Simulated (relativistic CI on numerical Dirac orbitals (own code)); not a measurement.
# Pr4+: 4d photoemission

Computed with this model: Dirac-Coulomb-Breit CI, separate exchange-only KLI orbitals for each configuration, QED by a radiative potential, multiplet model of photoemission in the sudden approximation, unscaled Slater integrals; configurations [Xe] 4f → [Kr] 4d9 4f 5s2 5p6; 80 K; Lorentzian 1.4 eV and Gaussian 0.6 eV FWHM. Energies are those of the free ion, without screening or charge transfer. The energies are binding energies and can lie tens of eV above those of solids. S is read from ⟨S²⟩ = S(S + 1).

Computed curve for free ion, scaled to 100 at the maximum (points under 2 are left out and the grid is thinned):

Energy (eV), Intensity and a bar:
```
    162.6        2.1 
    163.0        2.3 
    163.4        2.7 
    163.8        3.1 
    164.2        3.7 #
    164.6        4.6 #
    164.8        5.1 #
    165.2        6.8 #
    165.6        9.6 ##
    166.0       13.7 ####
    166.4       18.2 #####
    166.8       21.0 ######
    167.2       20.7 ######
    167.6       19.7 ######
    168.0       20.7 ######
    168.4       22.7 ######
    168.8       27.0 ########
    169.2       37.4 ###########
    169.4       45.5 ##############
    169.8       63.2 ###################
    170.2       71.2 ######################
    170.6       71.8 ######################
    171.0       82.3 #########################
    171.4       98.1 ##############################
    171.8       95.5 #############################
    172.2       75.9 #######################
    172.6       60.7 ##################
    173.0       55.5 #################
    173.4       56.4 #################
    173.8       61.9 ###################
    174.0       65.8 ####################
    174.4       71.3 ######################
    174.8       67.0 ####################
    175.2       55.1 #################
    175.6       42.5 #############
    176.0       35.3 ##########
    176.4       31.4 #########
    176.8       26.7 ########
    177.2       23.3 #######
    177.6       24.2 #######
    178.0       27.8 ########
    178.4       27.0 ########
    178.6       23.9 #######
    179.0       16.3 ####
    179.4       10.7 ###
    179.8        7.5 ##
    180.2        5.7 #
    180.6        4.5 #
    181.0        3.7 #
    181.4        3.1 
    181.8        2.7 
    182.2        2.3 
    182.6        2.1 
    203.2        3.0 
    203.4        3.9 #
    203.8        5.9 #
    204.2        6.8 #
    204.6        5.3 #
    205.0        3.3 
    205.4        2.0
```

The ground state has S = 0.50, and the centroid lies at 173.32 eV.
